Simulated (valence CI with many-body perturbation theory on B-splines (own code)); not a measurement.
E1 line list for Nd²⁹⁺

Calculated by valence CI with perturbative core correlation (CI+MBPT): three valence electrons over a frozen Dirac-Fock core [Ar] 3d10, radial functions for each j: 11 s, 11 p, 10 d, 8 f, 5 g, 2 h, with the one-electron correlation potential Σ1 (screened to all orders), the two-electron term Σ2, the three-electron term Σ3, Breit, model QED; selected single and double excitations, second order for the rest, scaled by the run's own slope (own B-spline code, finite nucleus).

No measured spectrum was set against this ion. As an estimate, large intervals hold to a few tenths of a per cent, small ones and those within an open d or f shell to about a per cent.

Lines 101 to 150 of 557 in falling wavelength, among levels below 459.43 eV, chosen from the strongest by gf and those to the six lowest levels. Wavelengths and rates use the calculated energies. Electric multipoles are in the length gauge, E1 and E2 with the static RPA response of the core. Weak lines are less certain than strong ones. Lines between different terms over intervals too small for the method are left out, as are lines whose strength nearly cancels. Where a level lies close to another of its J and parity, the split of strength between their lines is uncertain. The highest levels of a list are the least certain.

Levels are named by their leading jj configuration (3d3/2^4 stands for four electrons in 3d with j = 3/2), which in mixed levels can hold well under half, so a name can repeat and another be missing. Letters in brackets count levels of one name in rising energy.

| λ vac (Å) | Upper | Lower | A (s⁻¹) | S (a.u.) |
| --- | --- | --- | --- | --- |
| 123.4 | (4p1/2 4p3/2 4f7/2) J=5/2 [b] | (4s 4p1/2 4f7/2) J=7/2 [c] | 4.20e+10 | 2.34e-01 |
| 123.1 | (4p1/2 4p3/2 4f7/2) J=5/2 [a] | (4s 4p1/2 4f5/2) J=5/2 [b] | 3.16e+10 | 1.75e-01 |
| 123.1 | (4p1/2 4p3/2 4f5/2) J=9/2 | (4s 4p1/2 4f7/2) J=7/2 [c] | 6.81e+10 | 6.27e-01 |
| 122.7 | (4p1/2 4p3/2^2) J=1/2 | (4s 4p1/2 4p3/2) J=3/2 [b] | 1.17e+11 | 2.14e-01 |
| 122.7 | (4p1/2 4p3/2 4d5/2) J=3/2 [b] | (4s 4p1/2 4d5/2) J=5/2 [b] | 7.91e+10 | 2.88e-01 |
| 122.6 | (4p1/2 4p3/2 4f7/2) J=7/2 [a] | (4s 4p1/2 4f7/2) J=7/2 [a] | 4.18e+10 | 3.05e-01 |
| 122.5 | (4p1/2 4p3/2 4f5/2) J=5/2 [b] | (4s 4p1/2 4f7/2) J=7/2 [a] | 3.18e+10 | 1.73e-01 |
| 122.3 | (4p3/2^2 4d5/2) J=7/2 | (4s 4p3/2 4d5/2) J=9/2 | 2.42e+10 | 1.75e-01 |
| 122.2 | (4p3/2^2 4f7/2) J=9/2 | (4s 4p3/2 4f7/2) J=11/2 | 2.60e+10 | 2.34e-01 |
| 122.2 | (4p1/2 4p3/2 4f5/2) J=3/2 [b] | (4s 4p1/2 4f5/2) J=3/2 | 3.90e+10 | 1.40e-01 |
| 122.2 | (4s 4p1/2 4d3/2) J=3/2 [a] | (4s 4p1/2 4p3/2) J=5/2 | 2.22e+09 | 7.99e-03 |
| 121.9 | (4s 4p3/2 4d3/2) J=1/2 [b] | (4s^2 4d3/2) J=3/2 | 1.04e+11 | 1.86e-01 |
| 121.9 | (4p3/2 4d3/2 4d5/2) J=5/2 [d] | (4s 4d3/2 4d5/2) J=7/2 [b] | 8.44e+10 | 4.53e-01 |
| 121.8 | (4p1/2 4p3/2 4d3/2) J=3/2 [a] | (4s 4p1/2 4d3/2) J=3/2 [a] | 5.26e+10 | 1.88e-01 |
| 121.8 | (4p3/2^2 4d5/2) J=5/2 [b] | (4s 4p3/2 4d5/2) J=7/2 [b] | 4.11e+10 | 2.20e-01 |
| 121.8 | (4p1/2 4p3/2 4d5/2) J=5/2 [b] | (4s 4p1/2 4d3/2) J=3/2 [b] | 2.52e+10 | 1.35e-01 |
| 121.8 | (4p3/2^2 4d3/2) J=5/2 | (4s 4p3/2 4d3/2) J=5/2 [a] | 3.08e+10 | 1.64e-01 |
| 121.7 | (4p3/2^2 4f5/2) J=5/2 | (4s 4p3/2 4f5/2) J=7/2 [a] | 2.69e+10 | 1.44e-01 |
| 121.6 | (4p1/2 4p3/2 4f5/2) J=1/2 | (4s 4p1/2 4f5/2) J=3/2 | 6.62e+10 | 1.17e-01 |
| 121.3 | (4p1/2 4p3/2 4d3/2) J=3/2 [b] | (4s 4p1/2 4d3/2) J=3/2 [b] | 3.87e+10 | 1.36e-01 |
| 121.0 | (4p1/2 4p3/2 4d5/2) J=7/2 [b] | (4s 4p1/2 4d5/2) J=7/2 | 2.55e+10 | 1.78e-01 |
| 120.8 | (4p1/2^2 4p3/2) J=3/2 | (4s 4p1/2^2) J=1/2 | 4.69e+10 | 1.63e-01 |
| 120.8 | (4p1/2 4p3/2 4f5/2) J=5/2 [b] | (4s 4p1/2 4f5/2) J=5/2 [a] | 3.05e+10 | 1.59e-01 |
| 120.3 | (4s 4d3/2 4d5/2) J=5/2 [c] | (4s 4p3/2 4d3/2) J=3/2 [c] | 2.33e+10 | 1.20e-01 |
| 120.2 | (4p3/2 4d3/2 4d5/2) J=7/2 [d] | (4s 4d3/2 4d5/2) J=7/2 [a] | 1.83e+10 | 1.25e-01 |
| 120.1 | (4s 4p3/2 4d3/2) J=3/2 [b] | (4s 4p3/2^2) J=3/2 | 4.94e+10 | 1.69e-01 |
| 120.1 | (4p1/2 4p3/2 4f5/2) J=3/2 [a] | (4s 4p1/2 4f5/2) J=5/2 [a] | 9.71e+10 | 3.32e-01 |
| 120.0 | (4s 4p3/2 4f7/2) J=9/2 [c] | (4s^2 4f7/2) J=7/2 | 2.42e+11 | 2.06e+00 |
| 119.9 | (4p3/2 4d5/2^2) J=9/2 | (4s 4d5/2^2) J=9/2 | 3.75e+10 | 3.19e-01 |
| 119.9 | (4p3/2^2 4f5/2) J=7/2 | (4s 4p3/2 4f5/2) J=7/2 [a] | 2.37e+10 | 1.61e-01 |
| 119.8 | (4s 4p3/2 4f5/2) J=7/2 [b] | (4s^2 4f7/2) J=7/2 | 3.89e+10 | 2.64e-01 |
| 119.5 | (4s 4p3/2^2) J=3/2 | (4s^2 4p3/2) J=3/2 | 1.50e+11 | 5.05e-01 |
| 119.5 | (4s 4p1/2 4p3/2) J=1/2 | (4s^2 4p1/2) J=1/2 | 1.86e+11 | 3.13e-01 |
| 119.5 | (4p3/2^2 4d5/2) J=9/2 | (4s 4p3/2 4d5/2) J=9/2 | 5.71e+10 | 4.81e-01 |
| 119.4 | (4s 4d3/2 4d5/2) J=9/2 | (4s 4p3/2 4d5/2) J=7/2 [b] | 3.86e+10 | 3.24e-01 |
| 119.4 | (4s 4p3/2^2) J=1/2 | (4s^2 4p3/2) J=3/2 | 1.30e+11 | 2.19e-01 |
| 119.3 | (4s 4p3/2 4f7/2) J=5/2 | (4s^2 4f7/2) J=7/2 | 1.48e+11 | 7.47e-01 |
| 119.3 | (4s 4p3/2 4d5/2) J=3/2 | (4s^2 4d5/2) J=5/2 | 1.63e+11 | 5.48e-01 |
| 119.3 | (4s 4p3/2 4f5/2) J=7/2 [b] | (4s^2 4f5/2) J=5/2 | 9.10e+10 | 6.09e-01 |
| 119.2 | (4p1/2 4p3/2 4d3/2) J=3/2 [a] | (4p1/2 4p3/2^2) J=5/2 | 4.03e+10 | 1.35e-01 |
| 119.1 | (4p1/2 4d5/2^2) J=7/2 | (4p1/2 4p3/2 4d5/2) J=5/2 [c] | 3.61e+10 | 2.40e-01 |
| 119.0 | (4p1/2 4p3/2^2) J=3/2 | (4s 4p1/2 4p3/2) J=3/2 [a] | 3.82e+10 | 1.27e-01 |
| 118.9 | (4s 4p3/2 4f5/2) J=3/2 [b] | (4s^2 4f5/2) J=5/2 | 1.53e+11 | 5.07e-01 |
| 118.8 | (4p3/2^3) J=3/2 | (4s 4p3/2^2) J=5/2 | 4.52e+10 | 1.50e-01 |
| 118.3 | (4p3/2^2 4f7/2) J=11/2 | (4s 4p3/2 4f7/2) J=11/2 | 3.79e+10 | 3.72e-01 |
| 118.3 | (4p3/2^2 4f7/2) J=7/2 | (4p3/2^2 4d5/2) J=5/2 [b] | 3.26e+10 | 2.13e-01 |
| 118.3 | (4p1/2 4p3/2^2) J=5/2 | (4s 4p1/2 4p3/2) J=3/2 [a] | 3.30e+08 | 1.61e-03 |
| 118.2 | (4s 4p3/2 4d5/2) J=5/2 [b] | (4s^2 4d5/2) J=5/2 | 1.18e+11 | 5.78e-01 |
| 118.1 | (4p1/2 4d3/2 4d5/2) J=9/2 | (4p1/2 4p3/2 4d5/2) J=9/2 | 2.19e+10 | 1.78e-01 |
| 117.9 | (4s 4p1/2 4d3/2) J=3/2 [b] | (4s 4p1/2 4p3/2) J=3/2 [b] | 9.89e+09 | 3.20e-02 |
